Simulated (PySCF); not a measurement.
**Carbon: a sound run and one with changed settings**

Sound run: C⁺ [He] 2s2 2p1, C²⁺ [He] 2s2. Computed with PySCF 2.14 in aug-cc-pVDZ (4s3p2d, 23 functions), with no relativity, point nucleus. In the sound run the correlated levels freeze 1s2. The sound run starts from symmetry-adapted Hartree-Fock orbitals and uses a fine grid where one is needed.

Changed run: basis STO-3G. This setting is unsound on purpose.

```csv
species,method,sound run (hartree),changed run (hartree),converged
C⁺,UHF,-37.29025,-36.87037,yes
C⁺,TPSS,-37.43841,-37.01517,yes
C⁺,B3LYP,-37.42906,-36.99902,yes
C⁺,MP2,-37.33191,-36.89090,yes
C⁺,CCSD(T),-37.35820,-36.91145,yes
C²⁺,UHF,-36.40165,-35.97831,yes
C²⁺,TPSS,-36.51850,-36.08938,yes
C²⁺,B3LYP,-36.50733,-36.07337,yes
C²⁺,MP2,-36.44125,-36.01050,yes
C²⁺,CCSD(T),-36.47366,-36.04086,yes
```

Ionisation energy of C⁺:

| method | sound run (eV) | changed run (eV) |
| --- | --- | --- |
| UHF | 24.180 | 24.274 |
| TPSS | 25.032 | 25.192 |
| B3LYP | 25.082 | 25.188 |
| MP2 | 24.236 | 23.957 |
| SCS-MP2 | 24.190 | 23.893 |
| CCSD | 24.051 | 23.690 |
| CCSD(T) | 24.070 | 23.690 |

A minimal basis cannot let orbitals breathe on ionisation and holds almost no correlation.

For comparison, NIST gives 24.383 eV between the lowest levels.
